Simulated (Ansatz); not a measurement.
A thermochemical cycle in electronic energies (no zero-point or thermal terms), species as SMILES, kcal/mol. Geometries: B3LYP-D3(BJ)/def2-TZVP minima from Ansatz (a first-principles code), one conformer each, not searched for the lowest. Valence correlation only, unless marked. UHF or UKS for open shells. Spin-orbit coupling is left out. No relativistic terms. Basis-set limits of correlation are two-point, X^-3; Hartree-Fock from the larger set. Anions need diffuse functions, of which def2-TZVPD holds fewer than the aug- sets.

```json
[
 {"step": "bond energy D: [SiH3][SiH2]Cl → [SiH2][SiH2]Cl + H atom", "CCSD(T)/CBS(aug-cc-pV(T+d)Z,aug-cc-pV(Q+d)Z) (Ansatz)": "93.6", "PBE0-D4/def2-TZVPD (Ansatz + dftd4)": "88.9"},
 {"step": "deprotonation energy A: [SiH3][SiH2]Cl → [SiH2-][SiH2]Cl + H+", "CCSD(T)/CBS(aug-cc-pV(T+d)Z,aug-cc-pV(Q+d)Z) (Ansatz)": "358.0", "PBE0-D4/def2-TZVPD (Ansatz + dftd4)": "355.6"},
 {"step": "ionisation of the H atom at the same level, IE", "CCSD(T)/CBS(aug-cc-pV(T+d)Z,aug-cc-pV(Q+d)Z) (Ansatz)": "313.7", "PBE0-D4/def2-TZVPD (Ansatz + dftd4)": "314.4"}
]
```

Question: Find the electron affinity EA, positive where the anion is bound: [SiH2][SiH2]Cl + e- → [SiH2-][SiH2]Cl.

Answer: Breaking the bond, ionising the H atom and attaching the electron to the radical add up to the deprotonation, A = D + IE - EA. At CCSD(T)/CBS(aug-cc-pV(T+d)Z,aug-cc-pV(Q+d)Z): EA = D + IE - A = 93.6 + 313.7 - 358.0 = 49.3. At PBE0-D4/def2-TZVPD: EA = D + IE - A = 88.9 + 314.4 - 355.6 = 47.7. The functional differs from the first level by -4.7 in D, -1.6 in EA and -2.4 in A; for EA and A the gap mixes functional and basis. The site is the one shown; other sites or isomers of the anion may lie lower.
